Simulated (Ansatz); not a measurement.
Abridged output of a molecular run in Ansatz:

```
Functional definition: HF
1553 factors; integrals over basis functions are off by at most 1.2e-3 eV
mean field evaluation 1: about -71199.0390 eV, gradient 5.3e1 eV
mean field evaluation 2: about -71199.2928 eV, gradient 5.4e1 eV
mean field evaluation 4: about -71204.3263 eV, gradient 3.5e0 eV
mean field evaluation 8: about -71204.3876 eV, gradient 2.9e-1 eV
mean field -71204.38782035 eV, -2616.7129883304 hartree, gradient 3.7e-6 eV, S^2 0.000000; 0 other end points of the search recorded, 0 dependent functions left out
17 core orbitals not correlated: weight in the atoms' cores, before any rotation towards them, 1.000 or more for the frozen orbitals, at most 0.000 for the correlated occupied ones
reference -71204.38782035 eV, -2616.7129883304 hartree; 21, 21 occupied and 215, 215 virtual orbitals, 1553 factors
second order -29.93810804 eV of doubles, -0.00000000 eV of singles
cycle   1  -29.64721697 eV  change    2.9e-1 eV  update   1.2e-1
cycle   2  -30.40351663 eV  change   -7.6e-1 eV  update   3.4e-2
cycle   3  -30.55348950 eV  change   -1.5e-1 eV  update   1.7e-2
cycle   4  -30.53096441 eV  change    2.3e-2 eV  update   3.4e-3
cycle   5  -30.52951191 eV  change    1.5e-3 eV  update   1.5e-3
cycle   6  -30.53047132 eV  change   -9.6e-4 eV  update   3.9e-4
cycle   7  -30.53025143 eV  change    2.2e-4 eV  update   1.5e-4
cycle   8  -30.53017751 eV  change    7.4e-5 eV  update   4.3e-5
cycle   9  -30.53018655 eV  change   -9.0e-6 eV  update   1.6e-5
perturbative correction -0.99887153 eV, -0.0367078517 hartree
Total energy: -71235.91687844 eV, -2617.8716598438 hartree
```

Its atoms:

```xyz
10

O    -1.844   -0.190    0.045
Si   -0.648   -0.271    1.153
F    -0.688    1.064    2.025
O     0.747   -0.409    0.371
Ge    1.359    0.160   -1.207
H    -2.702    0.140    0.316
H    -0.806   -1.389    2.097
H     0.861    1.594   -1.438
H     0.837   -0.800   -2.283
H     2.885    0.101   -1.081
```

Task: Which basis set was used?
A. def2-TZVPPD
B. cc-pV(D+d)Z
C. def2-TZVPP
D. cc-pV(Q+d)Z

Result: C. It gives 253 functions.

Task: Write the keys of the input that set method, charge and spin (a neutral closed shell needs none for the last two).

Result: 
```yaml
correlation: {method: ccsd_t}
```
